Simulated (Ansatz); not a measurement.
Geometry optimisation, RKS PBE-D4/def2-SVP (Ansatz).

The input (input.yaml):

```yaml
crystal:
  periodic: [false, false, false]
  atoms:
    - { symbol: "N", position_ang: [-0.4187, 0.9556, 0.1919] }
    - { symbol: B, position_ang: [-0.0101, -0.4426, 0.0203] }
    - { symbol: O, position_ang: [1.1424, -0.9089, 0.724] }
    - { symbol: F, position_ang: [-0.6677, -1.3356, -0.8345] }
    - { symbol: H, position_ang: [-0.4873, 1.4139, -0.7935] }
    - { symbol: H, position_ang: [-1.4528, 0.9853, 0.5236] }
    - { symbol: H, position_ang: [0.81837, -1.27994, 1.62406] }
basis:
  gaussian: { orbitals: def2-SVP }
hamiltonian:
  xc: pbe
  dispersion: d4
relax:
  f_tol: 0.015
  max_steps: 40
```

Launched with:

```bash
$ ansatz run input.yaml --threads 1 --pin off --max-ram 2048MiB --backend cpu --events-out ev --progress --plain --runs-dir out
```

**Question.** Where does it end, and by what steps?

**Answer.** It converged. After 14 steps the energy has fallen by 1.373 eV; H6 moved furthest, 0.99 Å.

```tsv
step	energy less start (eV)	largest force component (eV/Å)	accepted
0	0.0000	2.296	yes
1	-0.2463	1.355	yes
2	-0.2660	0.857	yes
3	-0.3682	0.700	yes
4	-0.4659	0.555	yes
5	-0.5645	3.149	yes
6	-0.8822	2.071	yes
7	-1.0858	1.224	yes
8	-1.2688	0.809	yes
9	-1.2733	1.034	yes
10	-1.3514	0.312	yes
11	-1.3713	0.132	yes
12	-1.3716	0.154	yes
13	-1.3733	0.016	yes
14	-1.3733	0.004	yes
```

```xyz
7
Properties=species:S:1:pos:R:3
N -0.598 0.725 0.063
B -0.019 -0.559 -0.103
O 0.637 -1.273 0.870
F -0.108 -1.150 -1.313
H -1.071 1.191 -0.710
H -0.593 1.263 0.926
H 0.676 -0.809 1.722
```

Run time: 15 s on 1 CPU thread of a shared host.
